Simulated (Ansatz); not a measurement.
Calculated with Ansatz (gas phase, PBE0-D4/def2-TZVP geometries, no zero-point term in ΔE). CCSD(T)/CBS is the MP2 limit (def2-TZVPP, def2-QZVPP) plus CCSD(T) − MP2 in def2-TZVPP, frozen cores. This one scheme is used for every species, atoms too. For atomizations the MP2-based limit and the directly extrapolated one differ by several kJ/mol either way, and by 10 to 25 for some Ge, Se and Sn compounds, so smaller differences from it don't rank the levels. Open shells (•) are unrestricted, without spin–orbit coupling. Spin–orbit coupling would lower the free atoms: a little for C, O. def2 core potentials past Kr. Bonds to Sb are less sure, by a few kJ/mol each and by 10 to 20 or more in all where they break to atoms, as the def2 sets lack core-valence functions. Each species was taken in one conformer, which may not be the lowest.

Consider the atomization: `[SbH2][O]C1=CC1` → 3 C• + 5 H• + O• + Sb•.

```tsv
species	MP2/CBS(def2) energy (Eh)
`[SbH2][O]C1=CC1`	-432.17532
C•	-37.76950
H•	-0.50000
O•	-74.98686
Sb•	-239.97095
```

Problem. Work out ΔE.

Solution. ΔE = 5 × (-0.50000) + 3 × (-37.76950) + (-74.98686) + (-239.97095) − (-432.17532) = 1.40901 Eh = +884.2 kcal/mol. CCSD(T)/CBS gives +867.9 kcal/mol.

Largest T1 diagnostic among the species: 0.014.

Leaving LDA and LC-ωPBE aside and taking each functional with its dispersion term where it has one, the values, not all of them listed here, spread over 69.9 kcal/mol, from BHLYP-D4 to PBE-D4. LDA lies +131.1 kcal/mol from PBE without D4, its usual overbinding. From r2SCAN to r2SCAN0 (25 % exact exchange), in def2-TZVPP and without D4, ΔE moves by −21.3 kcal/mol: exact exchange takes away binding that semilocal exchange gives to molecules.
